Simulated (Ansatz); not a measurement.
A nudged elastic band was laid between two geometries of BH3LiNS (7 atoms, charge 0, multiplicity 1).

These are results of RKS B3LYP/def2-SVPD (Ansatz 0.2.0), not measurements.

```
movable images  : 2
climbing image  : no
spring          : 5.0 eV/Å²
optimiser       : quadratic models (default)
start path      : through a guess of the saddle point
force threshold : 0.05 eV/Å
iteration limit : 60
end points      : relaxed
```

Initial state:

```xyz
7
Properties=species:S:1:pos:R:3
Li -2.227 -0.146 1.075
B -0.272 -0.019 0.125
N 1.000 0.178 0.714
S -0.106 -0.175 -1.744
H 1.878 0.228 0.202
H 1.125 0.285 1.710
H -1.400 -0.351 -2.082
```

Final state:

```xyz
7
Properties=species:S:1:pos:R:3
Li -2.227 -0.146 1.075
B -0.272 -0.018 0.125
N 1.000 0.178 0.714
S -0.105 -0.178 -1.744
H 1.125 0.286 1.709
H 1.878 0.227 0.202
H -1.399 -0.349 -2.082
```

(1) Which bonds break or form, and what moves?

(2) Give the energies along the band, and the barrier.

(3) What is the geometry of the highest image?

Answers

(1) No bond is made or broken. The dihedral S4–B2–N3–H5 goes from 0 to 180°. The two ends are copies of one structure, up to a mirror image or an exchange of like atoms.

(2) The forces met the threshold. The highest image is number 2 of 0 to 3, 14.8 kcal/mol above the ends, which have the same energy within 2 meV. No image climbed, so the highest image needn't sit at the top of the path. So few images can step over the top or miss a turn of the path.

```tsv
image	path coordinate (Å)	energy (kcal/mol)	dihedral S4–B2–N3–H5 (°)
0	0.00	0.0	0
1	1.13	14.8	36
2	2.25	14.8	112
3	3.38	0.0	180
```

(3) 
```xyz
7
Properties=species:S:1:pos:R:3
Li -2.254 0.129 1.066
B -0.298 0.104 0.084
N 0.954 0.146 0.817
S -0.073 -0.444 -1.682
H 1.321 1.038 1.113
H 1.711 -0.513 0.692
H -1.361 -0.460 -2.090
```

Run time: 51 s on 2 threads of Arm Neoverse V1 (shared host), peak memory 0.21 GiB.
